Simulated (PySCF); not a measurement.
Molecule: B(Cl)2(SiMe3), SMILES C[Si](C)(C)B(Cl)Cl (C3H9BCl2Si), singlet. Atoms near the plane z = 1.0 Å, at the GFN2-xTB optimised geometry (x, y, z in Å): B1 (0.8, 1.3, 0.0), Cl2 (0.0, 2.8, 0.0), Cl3 (2.5, 1.3, 0.0), Si4 (-0.3, -0.4, 0.0), C5 (0.7, -1.9, 0.5), C7 (-1.9, -0.3, 1.1), H8 (0.1, -2.8, 0.5), H9 (1.6, -2.0, -0.1), H10 (1.1, -1.8, 1.6), H14 (-2.5, 0.6, 0.8), H15 (-1.6, -0.1, 2.1), H16 (-2.5, -1.2, 1.0).

Calculation: CAM-B3LYP/def2-TZVP in PySCF. Cells within 0.4 Å of a nucleus heavier than hydrogen are left out (blank, or x). The values are rescaled to run from 0 to 1.

```
|111111111111111111111111111|
|111111111111111111111111111|
|111111111111111111111111111|
|111111111111111111111111111|
|111111111111111111111111111|
|111111111111111111111111111|
|111111111111111111111111111|
|111111111111111111111111111|
|111111111111111001111111111|
|111111111111100001111111111|
|111110000000000001111111111|
|111110131000011001111111111|
|111111494011001101111111111|
|11111126x332000001111111111|
|11111114xx42000001111111111|
|111111496221001100111111111|
|111110493110012110011111111|
|111110011000012531011111111|
|111110000000001861011111111|
|111111111110012211011111111|
|111111111111012100111111111|
|111111111111001101111111111|
|111111111111000111111111111|
|111111111111111111111111111|
|111111111111111111111111111|
|111111111111111111111111111|
|111111111111111111111111111|
```
Scale: ten equal steps from 0.000 (start of '0') to 1.00 (end of '9'), in the order '0123456789'; x runs from -5.00 to 5.00, y from -5.00 (bottom) to 5.00 (top).

Task: Which quantity is mapped?
A. Laplacian of the electron density
B. an orbital amplitude
C. log10 of the electron density
D. deformation density (molecule minus spherical neutral atoms)

Result: D, deformation density (molecule minus spherical neutral atoms). In full: deformation density (molecule minus spherical neutral atoms) (e/bohr³).
